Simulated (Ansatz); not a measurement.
`N[Si]Br` + H₂O → `O[Si]Br` + NH₃ at 400 K and 1 bar (formal hydrolysis of the Si–N bond).

Program: Ansatz. Geometries: PBE0-D4/def2-TZVP. ΔE: electronic, gas phase. CCSD(T)/CBS is the MP2 limit (def2-TZVPP, def2-QZVPP) plus CCSD(T) − MP2 in def2-TZVPP, frozen cores. This one scheme is used for every species. For Br outer-core shells are correlated without core-valence functions, which leaves a few kJ/mol of doubt a bond. Scalar relativity is left out up to krypton. Each species was taken in one conformer, which may not be the lowest.

```
  species  CCSD(T)/CBS energy (Eh)  H − E (kJ/mol)  S (J/(mol·K))
`N[Si]Br`              -2918.35423            92.8          313.4
      H₂O                -76.37941            69.8          198.6
`O[Si]Br`              -2938.23569            59.0          308.9
      NH₃                -56.50880           104.2          203.1
```

H − E and S are ideal-gas, rigid-rotor, harmonic terms from PBE0-D4/def2-TZVP, for one conformer and one mirror image of each species. 1 Eh = 2625.50 kJ/mol, R = 8.31446 J/(mol·K).

Q: By hand: ΔE, ΔH, ΔS and ΔG.

A: ΔE = (-2938.23569) + (-56.50880) − (-2918.35423) − (-76.37941) = -0.01085 Eh = -28.5 kJ/mol. Δ(H − E) = 59.0 + 104.2 − 92.8 − 69.8 = 0.6, so ΔH = -27.9 kJ/mol. ΔS = 308.9 + 203.1 − 313.4 − 198.6 = 0.0 J/(mol·K). ΔG = -27.9 − 400 × (0.0)/1000 = -27.9 kJ/mol.

Q: By hand: the equilibrium constant, and the temperature at which ΔG would vanish if ΔH and ΔS stayed fixed.

A: log₁₀ K = −ΔG/(RT ln 10) = 3.6. With ΔH or ΔS at zero there is no such temperature.

The number of gas molecules stays the same, so ΔS is small and ΔH decides. A doubt of 5 kJ/mol in ΔE shifts log₁₀ K by 0.7 here. Other conformers and mirror images would add mixing entropy, several J/(mol·K) or more a flexible species. These are equilibria of isolated gas molecules and say nothing of rates. Largest T1 diagnostic: 0.012 (customary marks: 0.02 for closed shells, 0.045 for open ones).

ΔS is within the doubt of such terms, so its sign, and with it that verdict, could turn.
